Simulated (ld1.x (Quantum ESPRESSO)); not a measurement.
**Sc (Z = 21) PAW: all-electron and pseudo phase curves**

* Element: Sc (Z = 21)
* Generator: ld1.x (Quantum ESPRESSO) 7.5
* Type: PAW
* Functional: PBE
* Relativity: scalar-relativistic
* Frozen core: [Ar]
* Valence charge: 3
* Reference configuration: 3d1 4s2 4p0
* Partial waves: 4s (bound): rcut 2.80, rcutus 3.40 bohr; 4s channel at 1.7 Ry: rcut 2.80, rcutus 3.40 bohr; 4p (bound, empty): rcut 2.35, rcutus 2.90 bohr; 4p channel at 2.5 Ry: rcut 2.35, rcutus 2.90 bohr; 3d (bound): rcut 1.70, rcutus 2.10 bohr; 3d channel at 3.5 Ry: rcut 1.70, rcutus 2.10 bohr
* Local potential: all-electron potential smoothed inside 2.90 bohr (lloc = -1)
* Core correction: a·sin(br)/r model core, default radius (ld1.x builds one for every PAW set, though the input has nlcc=.false.)
* Augmentation charge: BESSEL, radius 1.55 bohr

The phase is arctan(r·u′/u) with u = r·R(r), unwrapped; energies in Ry, scanned from -2 to 5 Ry. A pole is an energy at which the radial function vanishes at the test radius. The pseudo phase is shifted by a multiple of π to meet the all-electron one at the reference energy, and phase errors are pseudo minus all-electron; the curves can meet again beyond the range given. Levels narrower than the energy grid can be missing from the lists of poles.

Task: For each channel, where are the poles, and over which energies does the pseudopotential scatter like the atom?

Result:

| channel | radius (bohr) | reference energy (Ry) | poles, all-electron | poles, pseudo | unbroken range about the reference energy with phases within 0.05 rad | phase error 1 Ry above the reference energy (rad) |
| --- | --- | --- | --- | --- | --- | --- |
| s | 3.71 | -0.31 | 0.47, 4.39 | 0.47, 3.67, 4.94 | below 3.6 | -0.000 |
| p | 3.71 | -0.11 | 1.04 | 1.03, 3.89 | below 2.9 | -0.003 |
| d | 3.71 | -0.24 | -0.14, 2.08 | -0.14, 2.19 | below 0.3 | +0.434 |

Phases in the p channel:

```
E (Ry)  all-electron  pseudo
 -2.00         1.365   1.361
 -1.52         1.325   1.323
 -1.04         1.256   1.254
 -0.56         1.086   1.084
 -0.08         0.161   0.162
  0.40        -1.276  -1.278
  0.88        -1.528  -1.531
  1.36        -1.640  -1.643
  1.84        -1.746  -1.749
  2.32        -1.959  -1.960
  2.80        -3.195  -3.229
  3.28        -4.370  -4.424
  3.76        -4.565  -4.656
  4.24        -4.642  -5.407
  4.72        -4.689  -7.679
```
